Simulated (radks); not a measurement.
The nuclear charge of the magnesium ion Mg+ is varied continuously with 11 electrons held in [Ne] 3s1. Method: Dirac Kohn-Sham, BLYP, spin-unpolarised, spherical densities, point nucleus; computed with a radial shooting solver on a logarithmic mesh with Libxc functionals. By the Hellmann-Feynman theorem dE/dZ = E(electron-nucleus)/Z, the electronic potential at the nucleus.

| Z | E (hartree) | E(electron-nucleus)/Z (hartree) | HOMO | e(HOMO) (eV) | <r> HOMO (bohr) |
|---|---|---|---|---|---|
| 11.6 | -184.57862 | -38.0374 | 3s1/2 | -7.432 | 3.140 |
| 11.8 | -192.26972 | -38.8734 | 3s1/2 | -9.344 | 2.942 |
| 12 | -200.12795 | -39.7088 | 3s1/2 | -11.407 | 2.775 |
| 12.2 | -208.15320 | -40.5436 | 3s1/2 | -13.615 | 2.630 |
| 12.4 | -216.34537 | -41.3781 | 3s1/2 | -15.966 | 2.502 |
| 12.6 | -224.70441 | -42.2123 | 3s1/2 | -18.455 | 2.389 |
| 12.8 | -233.23026 | -43.0462 | 3s1/2 | -21.082 | 2.288 |
| 13 | -241.92290 | -43.8801 | 3s1/2 | -23.843 | 2.197 |

The central difference of E at Z = 12 is -39.709 hartree, to compare with the third column; the second derivative is -4.18 hartree.
